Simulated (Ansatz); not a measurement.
The cluster Re₂O₆⁻, relaxed as a doublet with UKS PBE-D4/def2-SVPD in Ansatz, starting from the GFN1-xTB geometry. Force threshold 0.02 eV/Å.

In the def2 sets Re takes a core potential; there is no spin–orbit coupling. The relaxation made no stability test and no search for a lower SCF solution. No other spin state of charge -1 was run. The structure comes from a short search, and lower isomers may exist.

Start:

Cartesian coordinates in Å:
```
Re 1.1548 1.0649 0.0816
Re -0.8320 -0.7250 -0.3491
O -1.4078 -0.9458 1.3188
O 1.8291 1.0359 1.5919
O 2.0699 1.5257 -1.2162
O -0.7112 -0.9800 -1.9669
O -1.4926 -2.1076 0.6074
O -0.6102 1.1319 -0.0675
```

| step | energy (eV) | largest force component (eV/Å) | SCF passes |
| --- | --- | --- | --- |
| 1 | -16528.8724 | 5.395 | 37 |
| 2 | -16530.7124 | 2.565 | 49 |
| 3 | -16530.9986 | 1.590 | 74 |
| 4 (rejected) | -16530.8828 | 3.240 | 43 |
| 5 | -16531.2579 | 1.025 | 46 |
| 6 | -16531.3798 | 0.790 | 39 |
| 7 | -16531.5059 | 0.947 | 38 |
| 8 | -16531.6628 | 0.719 | 42 |
| 9 | -16531.6964 | 1.026 | 42 |
| 10 | -16531.7263 | 0.843 | 39 |
| 11 | -16531.7510 | 0.343 | 37 |
| 12 | -16531.7545 | 0.412 | 40 |
| 13 | -16531.7566 | 0.244 | 35 |
| 14 (rejected) | -16531.6429 | 2.076 | 39 |
| 15 | -16531.7627 | 0.060 | 37 |
| 16 (rejected) | -16531.7568 | 0.267 | 36 |
| 17 | -16531.7633 | 0.031 | 34 |
| 18 | -16531.7634 | 0.016 | 31 |

Force components are those of the run's own axes.

End:

Cartesian coordinates in Å:
```
Re 1.226 1.032 0.071
Re -0.692 -0.642 -0.314
O -2.174 -1.046 0.939
O 2.102 0.800 1.552
O 2.005 1.657 -1.350
O -0.692 -1.038 -1.982
O -1.072 -2.031 0.970
O -0.704 1.267 0.114
```

By distances, no bond broke or formed. The bond that changes most is Re2–O3, from 1.78 to 1.98 Å (atoms count from 1). The end is the same structure that another start reached, the lowest one found.

No frequencies were taken in this run, so the end may be a saddle point.

Hardware: 4 threads of Arm Neoverse V2 on a shared host. Wall time 80 s.
